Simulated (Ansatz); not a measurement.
Relaxation of F$_{2}$H$_{4}$OW (8 atoms, charge 0, multiplicity 1), to a largest force component of 0.02 eV/Å in at most 40 steps.

The calculation used Ansatz 0.2.0, RKS PBE-D4/def2-SVP.

```xyz
8
Properties=species:S:1:pos:R:3:forces:R:3
W 0.000 0.000 0.000 -0.41 -1.78 2.21
F 0.000 0.000 1.850 0.08 -0.10 1.77
H 1.720 0.000 0.000 1.72 0.13 -1.97
F 0.000 1.850 0.000 0.08 0.06 0.18
H -1.720 0.000 0.000 -1.67 0.17 -2.03
O 0.000 -1.940 0.000 0.79 1.71 1.52
H 0.382 -2.277 0.872 -0.56 -0.11 -1.09
H 0.000 0.000 -1.720 -0.02 -0.09 -0.58
```

**Question.** Where does it end, and by what steps?

**Answer.** The run converged. After 24 steps the energy has fallen by 3.233 eV; H3 moved furthest, 0.90 Å.

```json
{"step": "0", "energy less start (eV)": "0.0000", "largest force component (eV/Å)": "2.215", "accepted": "yes"}
{"step": "1", "energy less start (eV)": "-1.1619", "largest force component (eV/Å)": "1.652", "accepted": "yes"}
{"step": "2", "energy less start (eV)": "-1.9490", "largest force component (eV/Å)": "1.506", "accepted": "yes"}
{"step": "3", "energy less start (eV)": "-2.5880", "largest force component (eV/Å)": "1.252", "accepted": "yes"}
{"step": "4", "energy less start (eV)": "-2.9911", "largest force component (eV/Å)": "0.542", "accepted": "yes"}
{"step": "5", "energy less start (eV)": "-3.1011", "largest force component (eV/Å)": "0.464", "accepted": "yes"}
{"step": "6", "energy less start (eV)": "-3.1163", "largest force component (eV/Å)": "0.193", "accepted": "yes"}
{"step": "7", "energy less start (eV)": "-3.1493", "largest force component (eV/Å)": "0.611", "accepted": "yes"}
{"step": "8", "energy less start (eV)": "-3.1689", "largest force component (eV/Å)": "0.412", "accepted": "yes"}
{"step": "9", "energy less start (eV)": "-3.1947", "largest force component (eV/Å)": "0.472", "accepted": "yes"}
{"step": "10", "energy less start (eV)": "-3.2118", "largest force component (eV/Å)": "0.897", "accepted": "yes"}
{"step": "11", "energy less start (eV)": "-3.2149", "largest force component (eV/Å)": "0.658", "accepted": "yes"}
{"step": "12", "energy less start (eV)": "-3.2198", "largest force component (eV/Å)": "0.545", "accepted": "yes"}
{"step": "13", "energy less start (eV)": "-3.2263", "largest force component (eV/Å)": "0.164", "accepted": "yes"}
{"step": "14", "energy less start (eV)": "-3.2284", "largest force component (eV/Å)": "0.047", "accepted": "yes"}
{"step": "15", "energy less start (eV)": "-3.2287", "largest force component (eV/Å)": "0.040", "accepted": "yes"}
{"step": "16", "energy less start (eV)": "-3.2292", "largest force component (eV/Å)": "0.106", "accepted": "yes"}
{"step": "17", "energy less start (eV)": "-3.2296", "largest force component (eV/Å)": "0.107", "accepted": "yes"}
{"step": "18", "energy less start (eV)": "-3.2304", "largest force component (eV/Å)": "0.214", "accepted": "yes"}
{"step": "19", "energy less start (eV)": "-3.2308", "largest force component (eV/Å)": "0.243", "accepted": "yes"}
{"step": "20", "energy less start (eV)": "-3.2313", "largest force component (eV/Å)": "0.211", "accepted": "yes"}
{"step": "21", "energy less start (eV)": "-3.2319", "largest force component (eV/Å)": "0.172", "accepted": "yes"}
{"step": "22", "energy less start (eV)": "-3.2326", "largest force component (eV/Å)": "0.111", "accepted": "yes"}
{"step": "23", "energy less start (eV)": "-3.2329", "largest force component (eV/Å)": "0.055", "accepted": "yes"}
{"step": "24", "energy less start (eV)": "-3.2331", "largest force component (eV/Å)": "0.009", "accepted": "yes"}
```

```xyz
8
Properties=species:S:1:pos:R:3
W -0.013 0.002 0.334
F -0.395 0.420 2.185
H 1.278 -0.117 -0.772
F 0.390 1.811 0.166
H -1.526 0.007 -0.401
O 0.139 -1.823 0.490
H 0.587 -2.680 0.400
H -0.078 0.012 -1.400
```

Run time: 94 s on 1 thread of Arm Neoverse V2 (shared host), peak memory 0.13 GiB.
